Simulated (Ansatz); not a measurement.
Computed with Ansatz on PBE0-D4/def2-TZVP structures; ΔE is electronic, products minus reactants. CCSD(T)/CBS adds triple-zeta CCSD(T) − MP2 to the extrapolated MP2 energy (def2 sets, frozen cores). This one scheme is used for every species. DFT in def2-TZVPP. def2 core potentials past Kr. For Te outer-core shells are correlated without core-valence functions, which leaves a few kJ/mol of doubt a bond. Each species was taken in one conformer, which may not be the lowest.

`NB(F)F` + H₂Te → `NB(F)[TeH]` + H–F  (ligand exchange at a B–F bond)

Is it downhill or uphill in electronic energy at CCSD(T)/CBS, and by how much? (Best estimate.)

Computed: Uphill: ΔE = +1.00 eV.

What do these levels give: r2SCAN0-D4, r2SCAN, PBE0, RPA@PBE/def2-TZVPP, CCSD/def2-SVP, HF/def2-QZVPP? (Best estimate.)

The calculation gave: r2SCAN0-D4 1.13, r2SCAN 1.13, PBE0 1.07, RPA@PBE/def2-TZVPP 1.08, CCSD/def2-SVP 1.37, HF/def2-QZVPP 1.41 eV.

Largest T1 diagnostic among the species: 0.012.

Leaving LDA and LC-ωPBE aside and taking each functional with its dispersion term where it has one, the values, not all of them listed here, spread over 0.30 eV, from revPBE-D4 to B97M-V. LDA lies +0.04 eV from PBE without D4. The D4 term adds −0.09 eV with B3LYP and −0.05 eV with PBE0; it sums over pairs of atoms, weighted by their polarisabilities, and B3LYP, whose exchange is more repulsive, gets the larger term.

B3LYP here is the variant with VWN-RPA as its local correlation; programs differ in this.
